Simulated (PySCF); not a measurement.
System: trichloro(fluoro)silane, sum formula SiCl3F, net charge 0, singlet state. 
Geometry from a B3LYP-D3(BJ)/def2-TZVP (Ansatz) optimisation:
SMILES: F[Si](Cl)(Cl)Cl
```xyz
5

F     -0.0314     0.1450     1.8211
Si    -0.0042     0.0195     0.2456
Cl     1.8899    -0.4127    -0.3259
Cl    -0.6010     1.7864    -0.5439
Cl    -1.2687    -1.4665    -0.2965
```

Dispersion corrections to the total energy (kcal/mol) from the dftd3 and dftd4 libraries through PySCF: D3(BJ) without and D4 with the three-body term, each with the damping fitted for the functional named.

```json
[
 {"functional": "BP86", "D3(BJ)": "-8.05", "D4": "-7.02"},
 {"functional": "B3LYP", "D3(BJ)": "…", "D4": "-8.24"},
 {"functional": "r2SCAN", "D3(BJ)": "…", "D4": "-1.08"},
 {"functional": "revPBE", "D3(BJ)": "-9.75", "D4": "…"},
 {"functional": "CAM-B3LYP", "D3(BJ)": "-3.97", "D4": "-4.40"},
 {"functional": "HSE06", "D3(BJ)": "-3.33", "D4": "-4.00"},
 {"functional": "BLYP", "D3(BJ)": "-9.81", "D4": "-10.83"}
]
```

Fill in the missing entries.


- B3LYP, D3(BJ): -8.18
- r2SCAN, D3(BJ): -1.12
- revPBE, D4: -12.78
